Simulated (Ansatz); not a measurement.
`CC[Si](F)(F)F` + NH₃ → `N[Si](F)(F)F` + `CC` at 500 K and 1 bar (ligand exchange at the Si–C bond).

Gas-phase electronic energies from Ansatz, PBE0-D4/def2-TZVP geometries. CBS: MP2 limit from def2 TZ/QZ plus the TZ coupled-cluster correction, frozen cores. This one scheme is used for every species. One conformer a species, not always the lowest.

```
        species  CCSD(T)/CBS energy (Eh)  H − E (kJ/mol)  S (J/(mol·K))
`CC[Si](F)(F)F`               -667.80639           246.6          424.7
            NH₃                -56.50880           108.2          211.8
 `N[Si](F)(F)F`               -644.62042           133.0          380.2
           `CC`                -79.71954           220.5          259.9
```

H − E and S are ideal-gas, rigid-rotor, harmonic terms from PBE0-D4/def2-TZVP, for one conformer and one mirror image of each species. 1 Eh = 2625.50 kJ/mol, R = 8.31446 J/(mol·K).

By hand: ΔE, ΔH, ΔS and ΔG.

ΔE = (-644.62042) + (-79.71954) − (-667.80639) − (-56.50880) = -0.02477 Eh = -65.0 kJ/mol. Δ(H − E) = 133.0 + 220.5 − 246.6 − 108.2 = -1.3, so ΔH = -66.3 kJ/mol. ΔS = 380.2 + 259.9 − 424.7 − 211.8 = 3.6 J/(mol·K). ΔG = -66.3 − 500 × (3.6)/1000 = -68.1 kJ/mol.

By hand: the equilibrium constant, and the temperature at which ΔG would vanish if ΔH and ΔS stayed fixed.

log₁₀ K = −ΔG/(RT ln 10) = 7.1. ΔH and −TΔS have one sign here, so there is no such temperature.

The number of gas molecules stays the same, so ΔS is small and ΔH decides. A doubt of 5 kJ/mol in ΔE shifts log₁₀ K by 0.5 here. Other conformers and mirror images would add mixing entropy, several J/(mol·K) or more a flexible species. These are equilibria of isolated gas molecules and say nothing of rates. Largest T1 diagnostic: 0.011 (customary marks: 0.02 for closed shells, 0.045 for open ones).

ΔS is within the doubt of such terms, so its sign, and with it that verdict, could turn.
